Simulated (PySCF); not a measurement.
Unknown compound

An unknown has the formula C8H18N2. Its calculated NMR data are:

1H NMR (400 MHz, computed): δ 6.10 (d, 1H), 4.38 (br s, 1H), 2.13 (m, 1H), 1.19 (s, 9H), 1.02 (d, 6H).

13C{1H} NMR (computed): δ 142.8, 54.1, 30.2 (3C), 27.2, 19.8 (2C).

Theory: structure optimised with PBE0-D3(BJ)/def2-SVP, GIAO B3LYP/pcSseg-1 shieldings, in PySCF 2.14.0 with density-fitted response routines (gas phase, one conformer, no relativistic terms, one averaged value for each set of equivalent atoms).

References, each an isolated molecule treated in the same way: 1H and 13C vs TMS.

Q: Deduce the structure.

A: 
- The formula gives 1 degree of unsaturation (no ring in the answer).
- 5 carbon signals for 8 carbons: some carbons are equivalent by symmetry or fast rotation.
- Carbon types of the structure: 1 × C, 2 × CH, 5 × CH3, leaving 1 H on heteroatoms.
- δC 142.8: C=N carbon.
- δC 54.1: fully substituted sp3 carbon bonded to N; deshielded by the electronegative neighbour.
- δC 30.2, 19.8: methyl carbon; a saturated carbon with 1 carbon neighbour and no heteroatom attached.
- δC 27.2: sp3 CH; a saturated carbon with 3 carbon neighbours and no heteroatom attached.
- δH 6.10: hydrogen on a C=N carbon.
- δH 4.38: hydrogen on a nitrogen bonded to O or N; exchangeable, gas-phase position.
- δH 2.13: hydrogen on an sp3 CH.

Structure: `C(N/N=C\C(C)C)(C)(C)C`.

This is the structure that produced the data.

OH and NH positions are those of a molecule without intermolecular hydrogen bonds; in solution they move with solvent, concentration and temperature, and exchange usually removes their couplings. Shifts are as computed. Against solution values, carbons near 30 ppm lie about +2 ppm off and those near 130 ppm about +6 ppm. Of 1313 compounds with measured shifts, 239 miss one by over three times the rms of a fit or turn the order of signals round; such compounds aren't used in these exercises. Multiplicities follow the n + 1 count of equivalent neighbours, as no J values were calculated; m marks all less simple cases, F and P coupling included.
